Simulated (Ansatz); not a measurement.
`O[B-]1(Cl)OC(C(F)(F)F)=CC(C(F)(F)F)=[O+]1` + `[OH][Ga]([F])[Cl]` → `FC(F)(F)C1=CC(C(F)(F)F)=[O+][Ga-]([F])([Cl])[O]1` + `OB(O)Cl`  (substitution at a C–O bond)

Isolated molecules relaxed with PBE0-D4/def2-TZVP in Ansatz; ΔE leaves out vibrations. CCSD(T)/CBS is the MP2 limit (def2-TZVPP, def2-QZVPP) plus CCSD(T) − MP2 in def2-TZVPP, frozen cores. DFT in def2-TZVPP. For Ga outer-core shells are correlated without core-valence functions, which leaves a few kJ/mol of doubt a bond. Scalar relativity is left out up to krypton. Each species was taken in one conformer, which may not be the lowest.

Is it downhill or uphill in electronic energy at CCSD(T)/CBS, and by how much? (An estimate is asked.)

The calculation gave: Downhill: ΔE = -121.3 kJ/mol.

What do these levels give: r2SCAN-D4, ωB97M-V, CAM-B3LYP, MP2/def2-SVP, CCSD(T)/def2-SVP, MP2/CBS(def2)? (Best estimate.)

The calculation gave: r2SCAN-D4 -121.0, ωB97M-V -119.1, CAM-B3LYP -125.8, MP2/def2-SVP -136.5, CCSD(T)/def2-SVP -141.3, MP2/CBS(def2) -115.0 kJ/mol.

Largest T1 diagnostic among the species: 0.015.

Leaving LDA and LC-ωPBE aside and taking each functional with its dispersion term where it has one, the values, not all of them listed here, spread over 28.4 kJ/mol, from BHLYP-D4 to revPBE-D4. LDA lies +9.2 kJ/mol from PBE without D4. From BLYP to BHLYP (50 % exact exchange), in def2-TZVPP and without D4, ΔE moves by −16.8 kJ/mol.
